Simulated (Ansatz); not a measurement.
Geometry optimisation, RKS PBE-D4/6-31G* in Ansatz.

The input (input.yaml):

```yaml
crystal:
  periodic: [false, false, false]
  atoms:
    - { symbol: C, position_ang: [-0.5664, -2.2493, -0.3448] }
    - { symbol: Si, position_ang: [0.7309, -0.9494, -0.1697] }
    - { symbol: C, position_ang: [0.0939, 0.8212, -0.3783] }
    - { symbol: "N", position_ang: [1.3292, 1.7661, -0.5531] }
    - { symbol: Si, position_ang: [-0.8387, 1.1869, 1.1763] }
    - { symbol: H, position_ang: [-1.3425, -2.1263, 0.4568] }
    - { symbol: H, position_ang: [-1.126, -2.0631, -1.2954] }
    - { symbol: H, position_ang: [-0.1639, -3.201, -0.3612] }
    - { symbol: H, position_ang: [1.4579, -1.1452, 1.1569] }
    - { symbol: H, position_ang: [1.7258, -1.1999, -1.2288] }
    - { symbol: H, position_ang: [-0.5385, 0.8892, -1.218] }
    - { symbol: H, position_ang: [0.9239, 2.7121, -0.679] }
    - { symbol: H, position_ang: [1.7221, 1.5456, -1.4154] }
    - { symbol: H, position_ang: [-0.0515, 1.0863, 2.4493] }
    - { symbol: H, position_ang: [-1.3623, 2.5709, 1.124] }
    - { symbol: H, position_ang: [-2.0167, 0.3333, 1.3246] }
basis:
  gaussian: { orbitals: "6-31G*" }
hamiltonian:
  xc: pbe
  dispersion: d4
relax:
  f_tol: 0.015
  max_steps: 40
```

Launched with:

```bash
$ ansatz run input.yaml --threads 2 --pin off --max-ram 3072MiB --backend cpu --events-out ev --progress --plain --runs-dir out
```

**Question.** Where does it end, and by what steps?

**Answer.** It converged. The force dipped under the threshold on the way, but the program's further checks kept it going. After 10 steps the energy has fallen by 0.488 eV; H16 moved furthest, 0.20 Å.

```
step  energy less start (eV)  largest force component (eV/Å)  accepted
   0                  0.0000                           2.739       yes
   1                 -0.4062                           1.326       yes
   2                 -0.4749                           0.387       yes
   3                 -0.4738                           0.273        no
   4                 -0.4855                           0.130       yes
   5                 -0.4866                           0.033       yes
   6                 -0.4874                           0.020       yes
   7                 -0.4878                           0.017       yes
   8                 -0.4880                           0.010       yes
   9                 -0.4881                           0.011       yes
  10                 -0.4883                           0.010       yes
```

```xyz
16
Properties=species:S:1:pos:R:3
C -0.586 -2.247 -0.336
Si 0.799 -0.961 -0.221
C 0.105 0.810 -0.379
N 1.234 1.759 -0.492
Si -0.879 1.247 1.189
H -1.301 -2.138 0.497
H -1.145 -2.141 -1.281
H -0.176 -3.270 -0.298
H 1.553 -1.105 1.070
H 1.784 -1.159 -1.346
H -0.610 0.807 -1.238
H 0.881 2.712 -0.642
H 1.803 1.532 -1.318
H -0.086 0.972 2.431
H -1.243 2.708 1.168
H -2.157 0.453 1.239
```

Whether the end is a true minimum wasn't checked by a vibrational analysis.

The run took 26 s on 2 threads of Intel(R) Xeon(R) Platinum 8375C CPU @ 2.90GHz (Ice Lake) (shared host), peak memory 0.18 GiB.
